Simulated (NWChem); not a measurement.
System: C2H7FOSi; SMILES [SiH2](F)COC

Input file for NWChem:

```
start job
memory heap 200 mb stack 900 mb global 1100 mb
geometry units angstroms noautosym nocenter noautoz
  C      0.534509    -2.307672     0.403636
  O     -0.206954    -1.527944    -0.486692
  C     -0.772517    -0.368120     0.090411
  Si     0.389009     1.078905    -0.272062
  F     -0.123063     2.408226     0.522817
  H     -0.098863    -2.715504     1.216278
  H      1.368145    -1.747489     0.870135
  H      0.958378    -3.148462    -0.163238
  H     -1.753818    -0.192290    -0.382971
  H     -0.968083    -0.493498     1.173071
  H      0.389776     1.384810    -1.728756
  H      1.771191     0.768063     0.190550
end
basis spherical
  C library 6-31g*
  O library 6-31g*
  Si library 6-31g*
  F library 6-31g*
  H library 6-31g*
end
dft
  xc b3lyp
  iterations 150
end
property
  shielding
end
task dft property
```

Output (shortened):

```
             Northwest Computational Chemistry Package (NWChem) 7.3.0
             --------------------------------------------------------

                             Geometry "geometry" -> ""
                             -------------------------

 Output coordinates in angstroms (scale by  1.889725989 to convert to a.u.)

  No.       Tag          Charge          X              Y              Z
 ---- ---------------- ---------- -------------- -------------- --------------
    1 C                    6.0000     0.53450900    -2.30767200     0.40363600
    2 O                    8.0000    -0.20695400    -1.52794400    -0.48669200
    3 C                    6.0000    -0.77251700    -0.36812000     0.09041100
    4 Si                  14.0000     0.38900900     1.07890500    -0.27206200
    5 F                    9.0000    -0.12306300     2.40822600     0.52281700
    6 H                    1.0000    -0.09886300    -2.71550400     1.21627800
    7 H                    1.0000     1.36814500    -1.74748900     0.87013500
    8 H                    1.0000     0.95837800    -3.14846200    -0.16323800
    9 H                    1.0000    -1.75381800    -0.19229000    -0.38297100
   10 H                    1.0000    -0.96808300    -0.49349800     1.17307100
   11 H                    1.0000     0.38977600     1.38481000    -1.72875600
   12 H                    1.0000     1.77119100     0.76806300     0.19055000

 Effective nuclear repulsion energy (a.u.)     240.8883443717

                              NWChem Property Module
                              ----------------------

  itol2e modified to match energy
  convergence criterion.

                                 NWChem DFT Module
                                 -----------------

 Summary of "ao basis" -> "ao basis" (spherical)
 ------------------------------------------------------------------------------
       Tag                 Description            Shells   Functions and Types
 ---------------- ------------------------------  ------  ---------------------
 C                           6-31g*                  6       14   3s2p1d
 O                           6-31g*                  6       14   3s2p1d
 Si                          6-31g*                  8       18   4s3p1d
 F                           6-31g*                  6       14   3s2p1d
 H                           6-31g*                  2        2   2s

  itol2e modified to match energy
  convergence criterion.

            General Information
            -------------------
          SCF calculation type: DFT
          Wavefunction type:  closed shell.
          No. of atoms     :    12
          No. of electrons :    50
           Alpha electrons :    25
            Beta electrons :    25
          Charge           :     0
          Spin multiplicity:     1
          Use of symmetry is: off; symmetry adaption is: off
          Maximum number of iterations: 150
          AO basis - number of functions:    88
                     number of shells:    46
          Convergence on energy requested:  1.00D-07
          Convergence on density requested:  1.00D-05
          Convergence on gradient requested:  5.00D-04

              XC Information
              --------------
                         B3LYP Method XC Potential
                     Hartree-Fock (Exact) Exchange  0.200
                        Slater Exchange Functional  0.800 local
                    Becke 1988 Exchange Functional  0.720 non-local
              Lee-Yang-Parr Correlation Functional  0.810
                  VWN I RPA Correlation Functional  0.190 local

             Grid Information
             ----------------
          Grid used for XC integration:  fine
          Radial quadrature: Mura-Knowles
          Angular quadrature: Lebedev.
          Tag              B.-S. Rad. Rad. Pts. Rad. Cut. Ang. Pts.
          ---              ---------- --------- --------- ---------
          C                   0.70       70          11.0       590
          O                   0.60       70           9.0       590
          Si                  1.10      123          11.0       770
          F                   0.50       70          12.0       590
          H                   0.35       60          12.0       590
          Grid pruning is: on
          Number of quadrature shells:   823
          Spatial weights used:  Erf1

      Superposition of Atomic Density Guess
      -------------------------------------

 Sum of atomic energies:        -541.75212785

      Non-variational initial energy
      ------------------------------

 Total energy =    -543.823830
 1-e energy   =   -1226.502043
 2-e energy   =     441.789868
 HOMO         =      -0.287497
 LUMO         =       0.040228

   convergence    iter        energy       DeltaE   RMS-Dens  Diis-err
 ---------------- ----- ----------------- --------- --------- ---------
 d= 0,ls=0.0,diis     1   -544.9242698927 -7.86D+02  1.42D-02  7.27D-01
 d= 0,ls=0.0,diis     2   -544.9035519828  2.07D-02  7.29D-03  1.17D+00
 d= 0,ls=0.0,diis     3   -545.0048067806 -1.01D-01  1.26D-03  3.63D-02
 d= 0,ls=0.0,diis     4   -545.0074223847 -2.62D-03  4.00D-04  2.39D-03
 d= 0,ls=0.0,diis     5   -545.0076859019 -2.64D-04  9.57D-05  1.89D-04
  Resetting Diis
 d= 0,ls=0.0,diis     6   -545.0077060045 -2.01D-05  3.07D-05  1.12D-05
 d= 0,ls=0.0,diis     7   -545.0077069327 -9.28D-07  2.56D-05  1.86D-06
 d= 0,ls=0.0,diis     8   -545.0077066589  2.74D-07  1.52D-05  4.80D-06
 d= 0,ls=0.0,diis     9   -545.0077071255 -4.67D-07  9.89D-07  1.89D-08
 d= 0,ls=0.0,diis    10   -545.0077071276 -2.16D-09  1.71D-07  5.36D-10

         Total DFT energy =     -545.007707127636
      One electron energy =    -1230.357193428061
           Coulomb energy =      498.022675940690
    Exchange-Corr. energy =      -53.561534011933
 Nuclear repulsion energy =      240.888344371668

 Numeric. integr. density =       49.999981652632

                       DFT Final Molecular Orbital Analysis
                       ------------------------------------

[...]

          -----------------------------------------
          Chemical Shielding Tensors (GIAO, in ppm)
          -----------------------------------------

                                NWChem CPHF Module
                                ------------------

  scftype          =     RHF
  nclosed          =       25
  nopen            =        0
  variables        =     1575
  # of vectors     =        3
  tolerance        = 0.10D-03
  level shift      = 0.00D+00
  max iterations   =       50
  max subspace     =       30

 SCF residual:    4.6678509518857393E-006

Iterative solution of linear equations
  No. of variables     1575
  No. of equations        3
  Maximum subspace       30
        Iterations       50
       Convergence  1.0D-04

   iter   nsub   residual    time
   ----  ------  --------  ---------
     1      3    2.96D-01      35.9
     2      6    7.65D-03      39.9
     3      9    7.23D-04      43.8
     4     12    4.56D-05      47.8

      Atom:    1  C
        Diamagnetic
    247.0484     -4.5353      4.3972
     -4.5353    250.3452     -5.2390
      4.3972     -5.2390    247.9761

        Paramagnetic
   -118.6186    -24.7044     16.3351
    -24.7044   -115.0272    -22.8841
     16.3351    -22.8841   -113.6604

        Total Shielding Tensor
    128.4299    -29.2397     20.7323
    -29.2397    135.3181    -28.1231
     20.7323    -28.1231    134.3157

           isotropic =     132.6879
          anisotropy =      78.7311

          Principal Components and Axis System
                 1           2           3
              185.1752    111.2766    101.6117

      1        -0.5316     -0.5761      0.6210
      2         0.6307      0.2202      0.7441
      3        -0.5654      0.7872      0.2463

      Atom:    2  O
        Diamagnetic
    380.9578    -18.5299      4.1112
    -18.5299    399.9396     -2.2352
      4.1112     -2.2352    383.3868

        Paramagnetic
    -42.3003     -5.3838     16.1043
     -5.3838    -57.3100      2.6747
     16.1043      2.6747     10.0336

        Total Shielding Tensor
    338.6575    -23.9137     20.2156
    -23.9137    342.6296      0.4395
     20.2156      0.4395    393.4204

           isotropic =     358.2358
          anisotropy =      64.2275

          Principal Components and Axis System
                 1           2           3
              401.0541    360.0232    313.6301

      1         0.3525     -0.5525      0.7553
      2        -0.1373      0.7678      0.6258
      3         0.9257      0.3243     -0.1948

      Atom:    3  C
        Diamagnetic
    246.2055     -0.3095     -3.0786
     -0.3095    257.3033      3.1727
     -3.0786      3.1727    242.5725

        Paramagnetic
   -128.5704    -30.1220    -12.0835
    -30.1220    -88.8538     20.9446
    -12.0835     20.9446   -125.0417

        Total Shielding Tensor
    117.6351    -30.4315    -15.1621
    -30.4315    168.4495     24.1173
    -15.1621     24.1173    117.5309

           isotropic =     134.5385
          anisotropy =      88.0798

          Principal Components and Axis System
                 1           2           3
              193.2583    108.9287    101.4284

      1        -0.4093     -0.3318      0.8499
      2         0.8425     -0.4950      0.2124
      3         0.3503      0.8030      0.4822

      Atom:    4  Si
        Diamagnetic
    877.2250      0.0032     -1.5145
      0.0032    885.9752      2.8818
     -1.5145      2.8818    876.7454

        Paramagnetic
   -499.3993    -13.6880      4.0494
    -13.6880   -440.0588     28.1702
      4.0494     28.1702   -471.7324

        Total Shielding Tensor
    377.8257    -13.6849      2.5349
    -13.6849    445.9164     31.0520
      2.5349     31.0520    405.0130

           isotropic =     409.5850
          anisotropy =      81.6632

          Principal Components and Axis System
                 1           2           3
              464.0272    392.8391    371.8888

      1        -0.1263      0.4618      0.8779
      2         0.8801     -0.3562      0.3139
      3         0.4577      0.8123     -0.3615

      Atom:    5  F
        Diamagnetic
    464.0691     -6.8168     -4.6239
     -6.8168    482.5387     11.7946
     -4.6239     11.7946    467.6531

        Paramagnetic
    -81.9548     21.7900     -4.8932
     21.7900    -88.1141    -13.4643
     -4.8932    -13.4643    -81.4823

        Total Shielding Tensor
    382.1142     14.9733     -9.5171
     14.9733    394.4246     -1.6696
     -9.5171     -1.6696    386.1707

           isotropic =     387.5698
          anisotropy =      28.8222

          Principal Components and Axis System
                 1           2           3
              406.7847    386.9073    369.0176

      1         0.5794     -0.1530      0.8006
      2         0.7462      0.4948     -0.4455
      3        -0.3279      0.8555      0.4008

      Atom:    6  H
        Diamagnetic
     26.4775      1.7736     -4.6838
      1.7736     28.3712     -6.9950
     -4.6838     -6.9950     32.5547

        Paramagnetic
      0.5230     -1.5806      5.0702
     -1.5806      1.4755      2.6362
      5.0702      2.6362     -2.3737

        Total Shielding Tensor
     27.0004      0.1930      0.3865
      0.1930     29.8468     -4.3588
      0.3865     -4.3588     30.1810

           isotropic =      29.0094
          anisotropy =       8.0540

          Principal Components and Axis System
                 1           2           3
               34.3787     27.1111     25.5384

      1         0.0197      0.9631     -0.2686
      2        -0.6926      0.2068      0.6910
      3         0.7210      0.1725      0.6711

      Atom:    7  H
        Diamagnetic
     32.9061      2.4873      7.2304
      2.4873     28.3795      0.6310
      7.2304      0.6310     26.0324

        Paramagnetic
     -1.8078     -3.4919     -3.4828
     -3.4919     -0.6566     -2.4287
     -3.4828     -2.4287      1.5806

        Total Shielding Tensor
     31.0982     -1.0046      3.7476
     -1.0046     27.7229     -1.7976
      3.7476     -1.7976     27.6130

           isotropic =      28.8114
          anisotropy =       7.8130

          Principal Components and Axis System
                 1           2           3
               34.0201     27.5719     24.8421

      1         0.7919      0.4281     -0.4355
      2        -0.2811      0.8886      0.3624
      3         0.5421     -0.1646      0.8241

      Atom:    8  H
        Diamagnetic
     26.8300     -6.5043     -1.9502
     -6.5043     35.4872      3.9821
     -1.9502      3.9821     26.3356

        Paramagnetic
      0.9251      2.2970      2.2363
      2.2970     -3.6559     -4.1941
      2.2363     -4.1941      0.0309

        Total Shielding Tensor
     27.7551     -4.2074      0.2861
     -4.2074     31.8314     -0.2120
      0.2861     -0.2120     26.3664

           isotropic =      28.6510
          anisotropy =       8.7463

          Principal Components and Axis System
                 1           2           3
               34.4818     26.3664     25.1047

      1        -0.5311      0.0660      0.8447
      2         0.8463      0.0894      0.5251
      3        -0.0408      0.9938     -0.1033

      Atom:    9  H
        Diamagnetic
     38.3397     -1.9527      5.0223
     -1.9527     26.4490     -0.4394
      5.0223     -0.4394     23.4233

        Paramagnetic
     -7.0411     -0.9016     -4.0537
     -0.9016      2.6445      0.7351
     -4.0537      0.7351      1.4983

        Total Shielding Tensor
     31.2986     -2.8543      0.9685
     -2.8543     29.0935      0.2957
      0.9685      0.2957     24.9216

           isotropic =      28.4379
          anisotropy =       7.2992

          Principal Components and Axis System
                 1           2           3
               33.3040     27.3839     24.6258

      1         0.8278      0.5130     -0.2271
      2        -0.5558      0.8048     -0.2080
      3         0.0760      0.2984      0.9514

      Atom:   10  H
        Diamagnetic
     23.6765     -0.2355     -5.5003
     -0.2355     26.4807     -0.7323
     -5.5003     -0.7323     36.6572

        Paramagnetic
      4.5692     -0.9374      2.5055
     -0.9374      3.1952      2.5329
      2.5055      2.5329     -6.8868

        Total Shielding Tensor
     28.2458     -1.1729     -2.9947
     -1.1729     29.6759      1.8006
     -2.9947      1.8006     29.7703

           isotropic =      29.2307
          anisotropy =       6.1766

          Principal Components and Axis System
                 1           2           3
               33.3484     28.4363     25.9072

      1        -0.5204      0.3576      0.7754
      2         0.5041      0.8616     -0.0590
      3         0.6892     -0.3602      0.6286

      Atom:   11  H
        Diamagnetic
     23.5704      0.5951     -0.9345
      0.5951     26.6486     -3.1937
     -0.9345     -3.1937     37.6534

        Paramagnetic
      0.0600     -0.5551      0.3436
     -0.5551     -0.6524      2.0680
      0.3436      2.0680     -6.5556

        Total Shielding Tensor
     23.6303      0.0400     -0.5909
      0.0400     25.9961     -1.1258
     -0.5909     -1.1258     31.0978

           isotropic =      26.9081
          anisotropy =       6.7072

          Principal Components and Axis System
                 1           2           3
               31.3795     25.7619     23.5828

      1        -0.0755     -0.0377      0.9964
      2        -0.2046      0.9786      0.0215
      3         0.9759      0.2023      0.0816

[...]
```

Level: B3LYP/6-31G* (spherical d), GIAO. The geometry was optimised at PBE0/def2-SVP. Not confirmed as a minimum by frequencies. The printed shielding anisotropy is the first printed principal value minus the mean of the other two.
